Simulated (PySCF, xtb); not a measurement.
BBr2, SMILES Br[B+]Br, charge +1.

Harmonic wavenumbers (cm⁻¹) from GFN2-xTB (xtb) at its own minimum, in rising order: 226, 226, 356, 1355.

**Question.** What does TPSSh-D3(BJ)/def2-TZVP (PySCF) give at its own minimum? (Estimate from the structure and the level; the computed values follow.)

**Answer.** 276, 276, 332, 1272. Paired by order, the mean absolute difference is 51 cm⁻¹ and the zero-point energies are 3.1 and 3.1 kcal/mol.
